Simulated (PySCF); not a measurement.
A species of formula C5H11Cl2FSi has this rotational fingerprint, computed with PBE0/pcSseg-1 in PySCF (dipole) on a GFN2-xTB geometry, gas phase:

| Item | Value |
| --- | --- |
| Rotational constants | A = 1450, B = 509.1, C = 432.3 MHz |
| Dipole components | \|μa\| = 0.34 D, \|μb\| = 1.43 D, \|μc\| = 0.87 D |
| Inertial defect | -172.15 u·Å² |
| κ | -0.85 |

Task: Which candidate fits, each taken in the one conformer that was computed?
A. `[CH3:1][SiH2:2][C@@:3]([F:4])([Cl:5])[CH2:6][CH2:7][CH2:8][Cl:9]` with C1–Si2–C3–F4 -51°, Si2–C3–C6–C7 -179°, C3–C6–C7–C8 -173°, C6–C7–C8–Cl9 -63°
B. `[CH3:1][C@@:2]([CH2:3][F:4])([CH2:5][Cl:6])[CH2:7][SiH2:8][Cl:9]` with C1–C2–C3–F4 56°, C1–C2–C5–Cl6 174°, C1–C2–C7–Si8 -68°, C2–C7–Si8–Cl9 171°
C. `[CH3:1][CH2:2][SiH2:3][C@:4]([CH3:5])([F:6])[CH:7]([Cl:8])[Cl:9]` with C1–C2–Si3–C4 -179°, C2–Si3–C4–C5 80°, Si3–C4–C7–Cl8 -174°

Result: B. It is C[C@@](CF)(CCl)C[SiH2]Cl, an asymmetric top, point group C1. The candidates at the same level (rigid rotor, commonest isotopes):

| SMILES | A (MHz) | B (MHz) | C (MHz) | μa (D) | μb (D) | μc (D) | Δ (u·Å²) | point group | rotor |
| --- | --- | --- | --- | --- | --- | --- | --- | --- | --- |
| CC[SiH2][C@](C)(F)C(Cl)Cl | 1748 | 554.2 | 470.0 | 2.05 | 0.36 | 0.51 | -125.93 | C1 | asymmetric top |
| C[C@@](CF)(CCl)C[SiH2]Cl | 1450 | 509.1 | 432.3 | 0.34 | 1.43 | 0.87 | -172.15 | C1 | asymmetric top |
| C[SiH2][C@@](F)(Cl)CCCCl | 1824 | 425.5 | 410.3 | 0.91 | 1.00 | 1.33 | -233.24 | C1 | near-prolate asymmetric top |

`CC[SiH2][C@](C)(F)C(Cl)Cl` has A 21 % too high; `C[SiH2][C@@](F)(Cl)CCCCl` has A 26 % too high. No structure here is proved a minimum.
